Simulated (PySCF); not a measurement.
A run for PySCF: R-HF/STO-3G on H4Se2Si (SMILES [SiH3][Se][SeH]), a point of a torsion scan.

```python
from pyscf import gto, scf, dft, mp
from pyscf.data.elements import chemcore

mol = gto.M(
    atom='''
    Si   -1.05051207   -0.11394107    0.07035794
    Se    0.41867995    1.62927503   -0.29462357
    Se    2.41646875    0.51152995    0.05198434
    H    -0.73262351   -1.17592658   -0.87987560
    H    -2.34469174    0.50524465   -0.17416151
    H    -0.87908482   -0.57144307    1.44593981
    H     2.85532586    1.34505026    1.15770325
    ''',
    basis='sto-3g',
    charge=0, spin=0, verbose=3, max_memory=1800)
mf = scf.RHF(mol)
mf.conv_tol = 1e-8
mf.max_cycle = 100
mf.kernel()
if not mf.converged:
    mf = mf.newton().run(mf.mo_coeff, mf.mo_occ)
```

Problem. What total energy does the run end on?

Solution. -5035.0845 hartree.
